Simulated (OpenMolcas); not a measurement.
An OpenMolcas run meant for Ho²⁺ (ANO-R1, X2C; inactive shells 1s 2s 2p 3s 3p 3d 4s 4p 4d 5s 5p; intended active space 11 electrons in 7 orbitals (4f)). One step of its input:

```
&RASSCF
FileOrb=start.orb
Symmetry=2
Spin=4
nActEl=11 0 0
Inactive=15 12
Ras2=0 7
CIRoot=34 34 1
SDav=35
CIMx=300
Iter=93 100
PrWF=0.3
OrbListing=Nothing
MaxOrb=0
Atom
```

The run finished. Its levels beside those of a sound run (CASSCF), in cm⁻¹ above each run's lowest level:

```
              Level  This run  Usual run
      4f¹¹ ⁴I°_15/2       0.0        0.0
      4f¹¹ ⁴I°_13/2      5536       5536
      4f¹¹ ⁴I°_11/2      9074       9073
       4f¹¹ ⁴I°_9/2     11595      11593
4f¹¹ ⁴F°_9/2 [64 %]     17380      17379
   4f¹¹ ²H°_11/2(1)     20359      20358
       4f¹¹ ⁴S°_3/2     21467      21443
       4f¹¹ ⁴F°_7/2     22741      22740
       4f¹¹ ⁴F°_5/2     24637      24625
4f¹¹ ⁴F°_3/2 [72 %]     24809      24807
      4f¹¹ ²K°_15/2     29074      29073
      4f¹¹ ⁴G°_11/2     29711      29710
       4f¹¹ ²G°_7/2     30416      30415
      4f¹¹ ²K°_13/2     33814      33813
```

Problem. Which setting is unsound, and how much does it matter here?

Solution. CIRoot is one short, so the average cuts through a term and the orbitals lose spherical symmetry. Against the sound run the excited levels shown move by 3.6 cm-1 on average and by 24 cm-1 at most.

High states are left out of the spin-orbit mixing, which shifts the levels that they would mix with. Without dynamic correlation excited terms often stand tens of per cent too high (terms of higher spin than the ground term too low), and those without a measured partner can miss by more than the paired ones. Some levels mix across a computed gap that differs much from the measured one, so their mixing is not that of the real levels. Only configurations of the active space appear.

A share in square brackets marks a mixed level and gives the weight of the term that names it, the lowest over the columns. A number in round brackets counts repeated terms of one configuration in the order of the reference energies. ° marks odd parity.
